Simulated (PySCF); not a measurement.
C2H3ClFNSi, SMILES C([Si@](N)(Cl)F)#C. Atoms are numbered in the order given.

```xyz
9

C      2.6311     0.0926    -1.1769
C      1.4855    -0.0144    -0.7829
Si    -0.2269    -0.1669    -0.1931
N     -1.2865     0.5484    -1.3066
F     -0.4978    -1.7475     0.0591
Cl    -0.4892     0.7227     1.6456
H      3.6449     0.1877    -1.5221
H     -2.2414     0.7943    -1.0701
H     -1.1247     0.4890    -2.3062
```
Charge 0, spin multiplicity 1.

Geometry: B3LYP-D3(BJ)/def2-SVP. The structure was generated by enumeration; whether it is a known compound was not checked. The values are those of a single conformer.

Calculation: TDA-PBE0/def2-SVPD (PySCF).

Vertical excitations. Isolated molecule, no solvent.

**Question.** List the lowest excited states. (An estimate is asked for; the answer gives what the named calculation found.)

**Answer.** 
```
state  energy (eV)  λ (nm)      f                                              main pairs
-----  -----------  ------  -----  ------------------------------------------------------
S1            5.93     209  0.000     HOMO→LUMO 44 %, HOMO−2→LUMO 43 %, HOMO−1→LUMO+1 8 %
S2            6.27     198  0.002  HOMO−1→LUMO 43 %, HOMO−2→LUMO+1 25 %, HOMO→LUMO+1 21 %
S3            6.33     196  0.001                                      HOMO−1→LUMO+1 81 %
S4            6.61     188  0.005       HOMO−2→LUMO 43 %, HOMO→LUMO 42 %, HOMO−1→LUMO 7 %
S5            7.02     177  0.070                    HOMO→LUMO+1 65 %, HOMO−2→LUMO+1 20 %
S6            7.24     171  0.019                                        HOMO→LUMO+2 90 %
S7            7.75     160  0.028                                        HOMO−3→LUMO 89 %
S8            7.80     159  0.036                                        HOMO−4→LUMO 87 %
S9            8.05     154  0.017                                      HOMO−1→LUMO+2 92 %
S10           8.09     153  0.001                  HOMO−3→LUMO+1 67 %, HOMO−4→LUMO+1 23 %
T1            4.77     260      0   HOMO−1→LUMO 52 %, HOMO−2→LUMO+1 25 %, HOMO→LUMO+1 9 %
T2            5.26     236      0    HOMO−2→LUMO 42 %, HOMO−1→LUMO+1 27 %, HOMO→LUMO 21 %
T3            5.29     234      0  HOMO−2→LUMO+1 38 %, HOMO−1→LUMO 34 %, HOMO→LUMO+1 17 %
T4            6.03     206      0    HOMO−1→LUMO+1 57 %, HOMO→LUMO 26 %, HOMO−2→LUMO 10 %
```
Triplets are in the Tamm–Dancoff approximation.
